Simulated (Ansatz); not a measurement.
Si₂NH₈ClOF₂, singlet: a relaxation.

in.yaml

```yaml
crystal:
  periodic: [false, false, false]
  atoms:
    - {symbol: Si, position_ang: [-1.014365, -0.123085, -0.591172]}
    - {symbol: Si, position_ang: [-0.206544, -0.128304, 1.789643]}
    - {symbol: F, position_ang: [-2.249894, 0.510018, 0.236050]}
    - {symbol: F, position_ang: [-0.886053, 1.082486, -1.675840]}
    - {symbol: Cl, position_ang: [-2.111361, -1.711138, -1.399687]}
    - {symbol: H, position_ang: [1.356771, 0.286503, -0.878898]}
    - {symbol: N, position_ang: [0.676231, -0.745262, -1.159697]}
    - {symbol: H, position_ang: [0.827828, 1.080608, 0.380595]}
    - {symbol: O, position_ang: [1.468414, 1.338624, -0.111045]}
    - {symbol: H, position_ang: [1.153300, -0.432727, 2.374395]}
    - {symbol: H, position_ang: [-0.913683, -1.422194, 1.760927]}
    - {symbol: H, position_ang: [-0.894541, 0.796559, 2.717108]}
    - {symbol: H, position_ang: [0.941899, -1.566030, -0.614999]}
    - {symbol: H, position_ang: [0.621050, -1.059096, -2.132006]}
    - {symbol: H, position_ang: [1.230848, 2.092838, -0.695473]}
basis:
  gaussian: {orbitals: def2-TZVP}
hamiltonian: {xc: pbe0, dispersion: d4}
relax: {f_tol: 0.005, max_steps: 200}
```

Run by:

```bash
ansatz run in.yaml --threads 4 --pin off --events-out ev --progress --plain --max-ram 46080MiB --backend cuda --devices 0, --max-vram 37GiB
```

What Ansatz 0.2.0 printed:

```
Functional definition: PBE0
  name "PBE0"
  cite "Adamo & Barone, J. Chem. Phys. 110, 6158 (1999) doi:10.1063/1.478522"
  cite "Perdew, Burke & Ernzerhof, Phys. Rev. Lett. 77, 3865 (1996) doi:10.1103/PhysRevLett.77.3865"
  parent pbe
  parameter a = 0.25
  parameter kappa = 0.804
  parameter beta = 0.06672455060314922
  exchange = (1 - a)*pbe_x(kappa = kappa, mu = beta*pi^2/3) + a*exact_x
  correlation = pbe_c(beta = beta)
1774 factors; their error is unknown
mean field evaluation 1: about -37357.8911 eV, gradient 7.7e1 eV
mean field evaluation 2: about -37350.4741 eV, gradient 1.0e2 eV
mean field evaluation 4: about -37367.0700 eV, gradient 3.9e0 eV
mean field evaluation 8: about -37367.0983 eV, gradient 8.0e-2 eV
mean field evaluation 16: about -37367.2195 eV, gradient 1.8e-4 eV
mean field -37367.21946669 eV, -1373.2199869900 hartree, gradient 6.2e-5 eV, S^2 0.000000; 0 other end points of the search recorded, 0 dependent functions left out
the calculation of the forces begins
reference -37367.21950230 eV, -1373.2199882984 hartree; 43, 43 occupied and 240, 240 virtual orbitals, 1774 factors
relax step   1: F+E_penalty+E_count = -37367.58651437 eV  Δ(F+E_penalty+E_count) = +0.000e0 eV  max|allowed force component| = 8.738e0 eV/Å  Δτ_max = 0.0000 Å  (28 SCF iters, accepted)
relax step   2: F+E_penalty+E_count = -37368.81692848 eV  Δ(F+E_penalty+E_count) = -1.230e0 eV  max|allowed force component| = 2.156e0 eV/Å  Δτ_max = 0.1950 Å  (30 SCF iters, accepted)
relax step   3: F+E_penalty+E_count = -37369.22366147 eV  Δ(F+E_penalty+E_count) = -4.067e-1 eV  max|allowed force component| = 1.635e0 eV/Å  Δτ_max = 0.2000 Å  (32 SCF iters, accepted)
relax step   4: F+E_penalty+E_count = -37369.56419972 eV  Δ(F+E_penalty+E_count) = -3.405e-1 eV  max|allowed force component| = 1.590e0 eV/Å  Δτ_max = 0.2000 Å  (36 SCF iters, accepted)
relax step   5: F+E_penalty+E_count = -37369.75189686 eV  Δ(F+E_penalty+E_count) = -1.877e-1 eV  max|allowed force component| = 1.413e0 eV/Å  Δτ_max = 0.1949 Å  (31 SCF iters, accepted)
relax step   6: F+E_penalty+E_count = -37369.87496680 eV  Δ(F+E_penalty+E_count) = -1.231e-1 eV  max|allowed force component| = 4.553e-1 eV/Å  Δτ_max = 0.1998 Å  (30 SCF iters, accepted)
relax step   7: F+E_penalty+E_count = -37369.91230949 eV  Δ(F+E_penalty+E_count) = -3.734e-2 eV  max|allowed force component| = 7.125e-1 eV/Å  Δτ_max = 0.1909 Å  (30 SCF iters, accepted)
relax step   8: F+E_penalty+E_count = -37369.93226382 eV  Δ(F+E_penalty+E_count) = -1.995e-2 eV  max|allowed force component| = 5.972e-1 eV/Å  Δτ_max = 0.1420 Å  (31 SCF iters, accepted)
relax step   9: F+E_penalty+E_count = -37369.93669503 eV  Δ(F+E_penalty+E_count) = -4.431e-3 eV  max|allowed force component| = 3.001e-1 eV/Å  Δτ_max = 0.1768 Å  (28 SCF iters, accepted)
relax step  10: F+E_penalty+E_count = -37369.95271138 eV  Δ(F+E_penalty+E_count) = -1.602e-2 eV  max|allowed force component| = 1.438e-1 eV/Å  Δτ_max = 0.1225 Å  (29 SCF iters, accepted)
relax step  11: F+E_penalty+E_count = -37369.96050950 eV  Δ(F+E_penalty+E_count) = -7.798e-3 eV  max|allowed force component| = 2.877e-1 eV/Å  Δτ_max = 0.0829 Å  (30 SCF iters, accepted)
relax step  12: F+E_penalty+E_count = -37369.96509386 eV  Δ(F+E_penalty+E_count) = -4.584e-3 eV  max|allowed force component| = 5.966e-1 eV/Å  Δτ_max = 0.1321 Å  (29 SCF iters, accepted)
relax step  13: F+E_penalty+E_count = -37369.97429983 eV  Δ(F+E_penalty+E_count) = -9.206e-3 eV  max|allowed force component| = 3.448e-1 eV/Å  Δτ_max = 0.0634 Å  (30 SCF iters, accepted)
relax step  14: F+E_penalty+E_count = -37369.98890229 eV  Δ(F+E_penalty+E_count) = -1.460e-2 eV  max|allowed force component| = 2.346e-1 eV/Å  Δτ_max = 0.1952 Å  (29 SCF iters, accepted)
relax step  15: F+E_penalty+E_count = -37369.99308165 eV  Δ(F+E_penalty+E_count) = -4.179e-3 eV  max|allowed force component| = 4.260e-1 eV/Å  Δτ_max = 0.1430 Å  (28 SCF iters, accepted)
relax step  16: F+E_penalty+E_count = -37370.00046019 eV  Δ(F+E_penalty+E_count) = -7.379e-3 eV  max|allowed force component| = 1.913e-1 eV/Å  Δτ_max = 0.0505 Å  (31 SCF iters, accepted)
relax step  17: F+E_penalty+E_count = -37370.00453003 eV  Δ(F+E_penalty+E_count) = -4.070e-3 eV  max|allowed force component| = 7.235e-2 eV/Å  Δτ_max = 0.0513 Å  (30 SCF iters, accepted)
relax step  18: F+E_penalty+E_count = -37370.00475218 eV  Δ(F+E_penalty+E_count) = -2.222e-4 eV  max|allowed force component| = 9.464e-2 eV/Å  Δτ_max = 0.0373 Å  (31 SCF iters, accepted)
relax step  19: F+E_penalty+E_count = -37370.00636464 eV  Δ(F+E_penalty+E_count) = -1.612e-3 eV  max|allowed force component| = 8.434e-2 eV/Å  Δτ_max = 0.0418 Å  (30 SCF iters, accepted)
relax step  20: F+E_penalty+E_count = -37370.00698464 eV  Δ(F+E_penalty+E_count) = -6.200e-4 eV  max|allowed force component| = 9.400e-2 eV/Å  Δτ_max = 0.0370 Å  (30 SCF iters, accepted)
relax step  21: F+E_penalty+E_count = -37370.00738143 eV  Δ(F+E_penalty+E_count) = -3.968e-4 eV  max|allowed force component| = 5.793e-2 eV/Å  Δτ_max = 0.0326 Å  (31 SCF iters, accepted)
relax step  22: F+E_penalty+E_count = -37370.00752755 eV  Δ(F+E_penalty+E_count) = -1.461e-4 eV  max|allowed force component| = 1.678e-2 eV/Å  Δτ_max = 0.0296 Å  (31 SCF iters, accepted)
relax step  23: F+E_penalty+E_count = -37370.00757854 eV  Δ(F+E_penalty+E_count) = -5.099e-5 eV  max|allowed force component| = 1.848e-2 eV/Å  Δτ_max = 0.0080 Å  (32 SCF iters, accepted)
relax step  24: F+E_penalty+E_count = -37370.00760573 eV  Δ(F+E_penalty+E_count) = -2.719e-5 eV  max|allowed force component| = 9.996e-3 eV/Å  Δτ_max = 0.0035 Å  (33 SCF iters, accepted)
relax step  25: F+E_penalty+E_count = -37370.00762358 eV  Δ(F+E_penalty+E_count) = -1.785e-5 eV  max|allowed force component| = 6.964e-3 eV/Å  Δτ_max = 0.0075 Å  (32 SCF iters, accepted)
relax step  26: F+E_penalty+E_count = -37370.00762860 eV  Δ(F+E_penalty+E_count) = -5.021e-6 eV  max|allowed force component| = 3.619e-3 eV/Å  Δτ_max = 0.0041 Å  (33 SCF iters, accepted)
Total energy: -37370.00766504 eV, -1373.3224513893 hartree
Atom 0 at    -1.231293    -0.225992    -0.460900 Å, force     0.003376    -0.001551    -0.000022 eV/Å
Atom 1 at    -0.468366    -0.451027     1.745503 Å, force    -0.000915    -0.001069    -0.001135 eV/Å
Atom 2 at    -2.698557     0.315654    -0.003837 Å, force    -0.002024     0.000271    -0.000070 eV/Å
Atom 3 at    -0.877819     1.093693    -1.341420 Å, force    -0.000025     0.001612     0.000668 eV/Å
Atom 4 at    -1.929870    -1.871610    -1.529817 Å, force    -0.000417    -0.001077    -0.000811 eV/Å
Atom 5 at     1.349388    -0.109150    -0.805799 Å, force     0.000748    -0.000406    -0.000919 eV/Å
Atom 6 at     0.673042    -0.803222    -1.135012 Å, force    -0.002643     0.001266     0.001639 eV/Å
Atom 7 at     1.894595     2.179302     0.573185 Å, force     0.000270    -0.000722    -0.000681 eV/Å
Atom 8 at     1.702752     1.752930    -0.264858 Å, force    -0.003620     0.002391    -0.000396 eV/Å
Atom 9 at     0.848747    -1.148142     1.829841 Å, force     0.001035    -0.000523     0.000505 eV/Å
Atom 10 at    -1.451789    -1.204143     2.564926 Å, force    -0.000062     0.000121     0.000067 eV/Å
Atom 11 at    -0.293097     0.903545     2.341588 Å, force     0.000311     0.001785     0.000891 eV/Å
Atom 12 at     0.937094    -1.723806    -0.803358 Å, force    -0.000351    -0.000373     0.000003 eV/Å
Atom 13 at     0.687719    -0.817900    -2.149807 Å, force     0.000869    -0.000036    -0.000339 eV/Å
Atom 14 at     0.857355     2.109667    -0.560335 Å, force     0.003449    -0.001688     0.000601 eV/Å
Dipole moment:     0.994852     0.008028     0.044985 e Å

[the SCF lines of later steps are left out]
```

The lines “mean field evaluation” count trial sets of orbitals through the whole run, from several starts and some on an approximate energy, so they need not fall steadily or lie above the final value.

Time: 64 s of wall clock on 4 CPU threads of an AMD EPYC 7R13 and a share of one NVIDIA H100; the host was shared. Peak host memory: 0.99 GiB.
